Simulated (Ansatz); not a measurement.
Consider the silylene formation by 1,1-elimination: `O[SiH]([SiH3])Cl` → `O[SiH]` + `[SiH3]Cl`.

Computed with Ansatz on PBE0-D4/def2-TZVP structures; ΔE is electronic, products minus reactants. CBS: MP2 limit from def2 TZ/QZ plus the TZ coupled-cluster correction, frozen cores. This one scheme is used for every species. Functionals use def2-TZVPP. HSE06 is defined as in plane-wave codes. Each species was taken in one conformer, which may not be the lowest.

CCSD(T)/CBS gives +46.9 kcal/mol.

Another level gave +49.0 kcal/mol. Which?
A. CAM-B3LYP/def2-TZVPP
B. HSE06-D4/def2-TZVPP
C. PBE-D4/def2-TZVPP
D. RPA@PBE/def2-TZVPP

C. PBE-D4 49.0, CAM-B3LYP 44.9, HSE06-D4 51.2, RPA@PBE/def2-TZVPP 40.4 kcal/mol.

What do rigid-rotor, harmonic-oscillator terms from PBE0-D4/def2-TZVP frequencies (298.15 K, 1 bar) make of the CCSD(T)/CBS value? (Best estimate.)

Ansatz gave: ΔZPE = -1.6 kcal/mol, ΔH = +45.5 kcal/mol, ΔS = 141 J/(mol·K), ΔG = +35.5 kcal/mol.

Largest T1 diagnostic among the species: 0.016.

From BLYP to BHLYP (50 % exact exchange), in def2-TZVPP and without D4, ΔE moves by +6.7 kcal/mol. The D4 term adds +3.7 kcal/mol with B3LYP and +2.0 kcal/mol with PBE0; it sums over pairs of atoms, weighted by their polarisabilities, and B3LYP, whose exchange is more repulsive, gets the larger term. Leaving LDA and LC-ωPBE aside and taking each functional with its dispersion term where it has one, the values, not all of them listed here, spread over 9.3 kcal/mol, from BLYP-D4 to r2SCAN0-D4. LDA lies +7.8 kcal/mol from PBE without D4.

B3LYP here is the variant with VWN-RPA as its local correlation; programs differ in this.
